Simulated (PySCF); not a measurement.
Ne²⁺: excitation energy

Ne²⁺ [He] 2s2 2p4 (3P) → Ne²⁺ [He] 2s2 2p3 3s1 (5S), as a difference of total energies. All numbers are calculated (PySCF 2.14, the spin-free X2C one-electron Hamiltonian (Gaussian nucleus), in x2c-TZVPPall with one added diffuse shell each of s, p, d type (6s4p3d1f, 40 functions)). Correlated levels: valence: 1s2 frozen. The calculations carry no spin-orbit coupling.

| method | excitation energy (eV) |
| --- | --- |
| UHF | 37.285 |
| MP2 (valence) | 38.121 |
| SCS-MP2 (valence) | 38.281 |
| CCSD (valence) | 38.094 |
| CCSD(T) (valence) | 38.093 |

Q: How much does correlation contribute at CCSD(T) (valence)?

A: 38.093 − (37.285) = 0.808 eV, measured against UHF.

A first-order spin-orbit estimate (lowest level to lowest level, LS coupling) adds 0.038 eV.

The promoted electron is Rydberg-like, and one or two diffuse shells describe it only roughly, which tends to raise the upper state.
